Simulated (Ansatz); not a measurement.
System: 4-bromopyridine, C₅H₄BrN (charge 0, singlet). 
Structure (B3LYP-D3(BJ)/def2-TZVP (Ansatz, an electronic-structure program) minimum search):
SMILES: Brc1ccncc1
```xyz
11

Br     1.7900     0.1470    -0.0104
C     -0.1068    -0.0088     0.0006
C     -0.8974     1.1283    -0.0414
C     -2.2770     0.9532    -0.0310
N     -2.8747    -0.2362     0.0167
C     -2.0904    -1.3119     0.0564
C     -0.7007    -1.2596     0.0507
H     -0.4631     2.1165    -0.0809
H     -2.9282     1.8200    -0.0629
H     -2.5910    -2.2734     0.0950
H     -0.1105    -2.1636     0.0842
```
Charge 0, spin multiplicity 1.

Total electronic energies in hartree. Valence correlation only, unless marked. No spin-orbit coupling. The frozen core is the preceding noble-gas configuration, with the filled d and f shells of earlier blocks. No relativistic terms. CBS marks a two-point X^-3 extrapolation of the correlation energy; Hartree-Fock from the larger set.

The Hartree-Fock reference is unstable (checked in the largest basis), which strains HF and MP2. 

```
level                                program  energy (Eh)
----------------------------  --------------  -----------
HF/aug-cc-pVQZ                        Ansatz  -2818.67246
revPBE/def2-TZVPD                     Ansatz  -2821.64288
HSE06-D3(BJ)/def2-TZVPD       Ansatz + dftd3  -2821.33806
PBE-QIDH/def2-TZVPD                   Ansatz  -2820.94263
MP2/cc-pVDZ                           Ansatz  -2819.43653
MP2/aug-cc-pVTZ                       Ansatz  -2819.81610
CCSD/6-31G*                           Ansatz  -2819.15528
CCSD/cc-pVTZ                          Ansatz  -2819.81535
CCSD(T)/CBS(cc-pVTZ,cc-pVQZ)          Ansatz   -2820.0246
```

Totals of different functionals don't rank their quality; only differences between species are comparable.
